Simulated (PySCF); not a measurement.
Ranking problems on computed properties.

Species are written as SMILES; each is one conformer at its optimised geometry, gas phase, non-relativistic unless stated. Electronic properties by PySCF.

The conformers computed, where there is a choice (atom-mapped SMILES and torsion angles):
- `[CH3:1][O:2][C:3](=[O:4])[SiH:5]1[NH:6][SiH2:7][NH:8]1`: C1–O2–C3–O4 0°, O2–C3–Si5–N6 -56°
- `[CH3:1][C:2](=[O:3])[O:4][SiH:5]1[NH:6][SiH2:7][NH:8]1`: C1–C2–O4–Si5 178°, C2–O4–Si5–N6 164°
- `[CH3:1]/[CH:2]=[CH:3]\[P@H:4](=[O:5])[CH2:6][CH2:7][C:8]#[N:9]`: C2–C3–P4–O5 -161°, C3–P4–C6–C7 173°, P4–C6–C7–C8 72°
- `[NH2:1][BH:2][C:3]#[C:4][B:5]([F:6])[F:7]`: H–N1–B2–C3 180°, H–N1–B2–C3 0°
- `[NH2:1][CH2:2][C:3]([F:4])([F:5])[F:6]`: N1–C2–C3–F4 57°, H–N1–C2–C3 170°, H–N1–C2–C3 -70°

(1) Rank by dipole moment, lowest first (CAM-B3LYP/def2-SVPD at PBE0-D3(BJ)/def2-SVP geometries).
A. `CC(=O)O[SiH]1N[SiH2]N1`
B. `[C-]#[N+]C1CC1`
C. `C/C=C\[P@H](=O)CCC#N`
D. `COC(=O)[SiH]1N[SiH2]N1`

(2) Rank by vertical ionisation energy, highest first (ΔSCF CAM-B3LYP/def2-SVPD at PBE0-D3(BJ)/def2-SVP geometries).
A. `C/C=C\[P@H](=O)CCC#N`
B. `CC(=O)O[SiH]1N[SiH2]N1`
C. `[C-]#[N+]C1CC1`
D. `COC(=O)[SiH]1N[SiH2]N1`

(3) By how much do the two ends of that ranking differ?

(4) Rank by lowest singlet excitation, lowest first (TDDFT CAM-B3LYP/def2-SVPD at PBE0-D3(BJ)/def2-SVP geometries).
A. `CC(=O)O[SiH]1N[SiH2]N1`
B. `C(=C/C)/[P@H](=O)CCC#N`
C. `[C-]#[N+]C1CC1`
D. `COC(=O)[SiH]1N[SiH2]N1`

(5) Rank by smallest rotational constant, lowest first (PBE0-D3(BJ)/def2-SVP).
A. `NBC#CB(F)F`
B. `[C-]#[N+]C1CC1`
C. `NCC(F)(F)F`
D. `O=C(OC)[SiH]1N[SiH2]N1`
E. `C/C=C\[P@H](=O)CCC#N`

(6) Rank by HOMO–LUMO gap, highest first (CAM-B3LYP/def2-SVPD at PBE0-D3(BJ)/def2-SVP geometries).
A. `CC(=O)O[SiH]1N[SiH2]N1`
B. `O=[P@H](CCC#N)/C=C\C`
C. `O(C(=O)[SiH]1N[SiH2]N1)C`
D. `[C-]#[N+]C1CC1`

(7) Rank by static isotropic polarisability, highest first (CAM-B3LYP/def2-SVPD at PBE0-D3(BJ)/def2-SVP geometries).
A. `C/C=C\[P@H](=O)CCC#N`
B. `[C-]#[N+]C1CC1`
C. `COC(=O)[SiH]1N[SiH2]N1`
D. `CC(=O)O[SiH]1N[SiH2]N1`

Answers

(1) A (1.79 D), D (2.09 D), B (4.02 D), C (6.12 D).

(2) C (10.78 eV), A (10.04 eV), B (9.51 eV), D (9.33 eV).

(3) By 1.45 eV, between `[C-]#[N+]C1CC1` and `COC(=O)[SiH]1N[SiH2]N1`.

(4) D (4.69 eV), A (5.89 eV), B (6.13 eV), C (7.21 eV).

(5) E (0.685 GHz), D (0.781 GHz), A (0.872 GHz), C (2.795 GHz), B (3.504 GHz).

(6) D (11.00 eV), A (9.60 eV), B (9.36 eV), C (8.59 eV).

(7) A (100.9 au), C (92.5 au), D (90.1 au), B (50.6 au).
